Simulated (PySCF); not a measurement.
Vertical excitation energies

C₄H₁₂AlN.
SMILES: `C([N@H+]([AlH3-])C)C=C`

Level of theory: TDDFT wB97X-D/def2-SVPD, vertical, gas phase, core orbitals frozen in the response (PySCF 2.14.0, density-fitted response routines). The structure is a single PBE0-D3(BJ)/def2-SVP conformer in the gas phase; no vibrational or solvent corrections. Torsions of this conformer, `[CH2:1]=[CH:2][CH2:3][N@@H+:4]([CH3:5])[AlH3-:6]`: C1–C2–C3–N4 112°, C2–C3–N4–C5 67°.

```
state  E (eV)  λ (nm)       f   main configurations (H = HOMO, L = LUMO)
   S1    6.64   186.7  0.0073        H→L (34%), H→L+2 (32%), H→L+1 (19%)
   S2    6.73   184.2   0.017  H-1→L (41%), H-1→L+2 (29%), H-1→L+1 (14%)
   S3    7.33   169.2   0.303      H-2→L (66%), H-3→L (12%), H-4→L (10%)
   S4    7.42   167.2   0.022         H→L+1 (48%), H→L (13%), H→L+2 (9%)
   S5    7.52   164.9   0.124               H-1→L+1 (57%), H-1→L+2 (18%)
   S6    7.58   163.6   0.039    H-1→L+2 (21%), H-3→L (20%), H→L+2 (19%)
   S7    7.60   163.1   0.241      H-3→L (28%), H-2→L (20%), H→L+2 (18%)
   S8    7.70   161.0   0.055     H→L+5 (30%), H-1→L+7 (18%), H→L+6 (9%)
   S9    7.79   159.2  0.0095      H-1→L (38%), H-1→L+2 (17%), H→L (13%)
  S10    7.84   158.2   0.046               H-2→L+1 (64%), H-2→L+4 (14%)
```

Triplets, Tamm–Dancoff:

| state | E (eV) | λ (nm) | main configurations (H = HOMO, L = LUMO) |
| --- | --- | --- | --- |
| T1 | 4.48 | 276.7 | H-2→L (74%), H-3→L (14%) |
| T2 | 6.37 | 194.7 | H→L+2 (38%), H→L (26%), H→L+1 (16%) |
| T3 | 6.42 | 193.1 | H-1→L+2 (36%), H-1→L (28%), H-1→L+1 (12%) |
| T4 | 7.11 | 174.4 | H-3→L (52%), H-4→L (23%), H-2→L (9%) |

The lowest singlet comes at 187 nm (641 kJ/mol) in the vacuum ultraviolet; it is weak; its leading configuration is HOMO→LUMO (34%). The most intense listed level is S3 at 7.33 eV (169 nm, f = 0.303), 0.68 eV above S1. Löwdin shares by element: HOMO (one of a set within 0.03 eV) hydrogen 56% or more, aluminium 37%; LUMO carbon 68% or more, hydrogen 5% or more (atoms not listed hold the other 26%). The oscillator strengths of these states sum to 0.864; summed over the whole spectrum of an exact calculation they would give the number of electrons, 56 (Thomas–Reiche–Kuhn). Orbital energies (eV): HOMO-3 -10.84, HOMO-2 -10.20, HOMO-1 -9.29, HOMO -9.26, LUMO 1.09, LUMO+1 1.74, LUMO+2 2.25. Weighted by f, the mean energy of these states is 7.48 eV. All these states lie below the vertical ionisation energy of 9.76 eV (ΔSCF). Singlets were solved by full linear response, triplets in the Tamm–Dancoff approximation.

Hardware: one thread, Arm Neoverse V1, no GPU, on a shared host. Cost: 4.0 min.
